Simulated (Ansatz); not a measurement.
A nudged elastic band was laid between two geometries of B$_{2}$FH$_{3}$O$_{2}$ (8 atoms, charge 0, multiplicity 1).

Level of theory: Ansatz, RKS PBE0-D4/def2-SVP.

```
movable images  : 5
climbing image  : yes
spring          : 5.0 eV/Å²
optimiser       : quadratic models (default)
start path      : IDPP
force threshold : 0.05 eV/Å
iteration limit : 60
end points      : relaxed
```

First end point:

```xyz
8
Properties=species:S:1:pos:R:3
O -1.057 0.785 0.639
B 0.173 0.801 0.063
B 0.699 -0.755 -0.471
O -0.090 -1.836 -0.286
F 1.867 -0.975 -1.072
H -1.363 1.648 0.942
H 0.772 1.855 -0.024
H -0.910 -1.580 0.153
```

Last end point:

```xyz
8
Properties=species:S:1:pos:R:3
O 0.624 1.730 0.178
B -0.170 0.641 0.216
B 0.445 -0.856 -0.394
O -0.257 -2.011 -0.371
F 1.663 -0.940 -0.924
H 0.210 2.523 0.537
H -1.295 0.750 0.681
H -1.129 -1.894 0.020
```

**Question.** What changes between the two ends?

**Answer.** No bond is made or broken. The dihedral O1–B2–B3–F5 goes from 179 to -2°.

**Question.** Give the energies along the band, and the barrier.

**Answer.** The forces met the threshold. The highest image is number 3 of 0 to 6, 2.5 kcal/mol above the first end and 0.6 kcal/mol above the last; the last end lies 1.9 kcal/mol above the first. A vibrational analysis at the climbing image gives one clearly imaginary mode, 58i cm⁻¹: a first-order saddle point.

| image | path coordinate (Å) | energy (kcal/mol) | dihedral O1–B2–B3–F5 (°) |
| --- | --- | --- | --- |
| 0 | 0.00 | 0.0 | 179 |
| 1 | 0.85 | 0.9 | -147 |
| 2 | 1.70 | 2.0 | -115 |
| 3 | 2.55 | 2.5 | -81 |
| 4 | 3.19 | 2.5 | -55 |
| 5 | 3.82 | 2.1 | -28 |
| 6 | 4.46 | 1.9 | -2 |

**Question.** What is the geometry of the highest image?

**Answer.** 
```xyz
8
Properties=species:S:1:pos:R:3
O -0.162 0.645 1.616
B 0.057 0.691 0.283
B 0.486 -0.757 -0.547
O -0.347 -1.522 -1.290
F 1.750 -1.185 -0.512
H -0.379 1.504 1.996
H -0.061 1.762 -0.292
H -1.251 -1.195 -1.310
```

Time of the run: 93 s on 1 thread of Intel(R) Xeon(R) Platinum 8375C CPU @ 2.90GHz (Ice Lake) (shared host), peak memory 0.27 GiB.
